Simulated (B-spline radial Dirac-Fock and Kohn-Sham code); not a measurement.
# Kβ1 (K-M3) energies across the elements Zn to Zr

Level of theory: ΔSCF Dirac-Fock with Breit, self-energy and vacuum polarisation, finite nucleus, configuration average; a B-spline atomic structure program. Free neutral atoms. No correlation.

| Z | element | energy (eV) | wavelength (Å) |
| --- | --- | --- | --- |
| 30 | Zn | 9569.5 | 1.2956 |
| 31 | Ga | 10261.7 | 1.2082 |
| 32 | Ge | 10979.4 | 1.1292 |
| 33 | As | 11722.9 | 1.0576 |
| 36 | Kr | 14109.1 | 0.87875 |
| 37 | Rb | 14957.4 | 0.82892 |
| 38 | Sr | 15832.3 | 0.78311 |
| 40 | Zr | 17663.4 | 0.70193 |

Question: How well does Moseley's law, √E linear in Z, describe these energies?

Answer: A straight-line fit gives √(E/eV) = 3.5065·(Z − 2.11). The slope squared is 0.9037 Ry, against 0.8889 Ry for a hydrogen-like ion. The residuals, fit less computed, are Zn -8.4, Ga -2.5, Ge +2.4, As +6.2, Kr +9.2, Rb +6.5, Sr +1.7, Zr -15.1 eV.
